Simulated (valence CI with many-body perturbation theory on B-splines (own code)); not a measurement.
Questions on Gd32+

Calculated by configuration interaction combined with many-body perturbation theory (CI+MBPT): four valence electrons over a frozen Dirac-Fock core [Ar] 3d10, radial functions for each j: 11 s, 11 p, 9 d, 7 f, 5 g, 2 h, 1 i, with the one-electron correlation potential Σ1, the two-electron term Σ2, the three-electron term Σ3, Breit, model QED; selected CI, second order for the rest (own B-spline code, finite nucleus).

No measured spectrum was set against this ion. As an estimate, large intervals hold to a few tenths of a per cent, small ones and those within an open d or f shell to about a per cent.

Levels are named by their leading jj configuration (3d3/2^4 stands for four electrons in 3d with j = 3/2), which in mixed levels can hold well under half, so a name can repeat and another be missing.

Rates and lifetimes use the calculated energies. Strong lines usually hold to 10 to 20 %, long lifetimes can be off by a factor of two.

(1) What is the ground level?

(2) Where does the other parity begin?

(3) What is the ionisation energy?

(4) Among levels below 314.83 eV, which E1 lines absorb most strongly from the ground level?

(5) Name the longest-lived excited levels whose lifetime is computed, and their main decay.

## Answers

(1) (4s^2 4p1/2^2) J=0, composition 72 % 4s2 4p2 3P + 27 % 4s2 4p2 1S.

(2) At (4s 4p1/2^2 4p3/2) J=2, 111.58 eV.

(3) 1322 eV; NIST lists 1321 ± 4 eV (theoretical).

(4) to (4s^2 4p1/2 4d3/2) J=1 at 7.019 nm, f = 0.964; to (4s 4p1/2^2 4p3/2) J=1 at 10.05 nm, f = 0.470; to (4s 4p1/2 4p3/2^2) J=1 at 7.297 nm, f = 0.370.

(5) (4s^2 4p1/2 4p3/2) J=2 at 43.40 eV lives 152 μs, mostly by E2 to (4s^2 4p1/2^2) J=0; (4s^2 4p3/2 4d5/2) J=4 at 212.64 eV lives 2.64 μs, mostly by M1 to (4s^2 4p1/2 4d5/2) J=3; (4s^2 4p1/2 4p3/2) J=1 at 40.01 eV lives 2.29 μs, mostly by M1 to (4s^2 4p1/2^2) J=0.
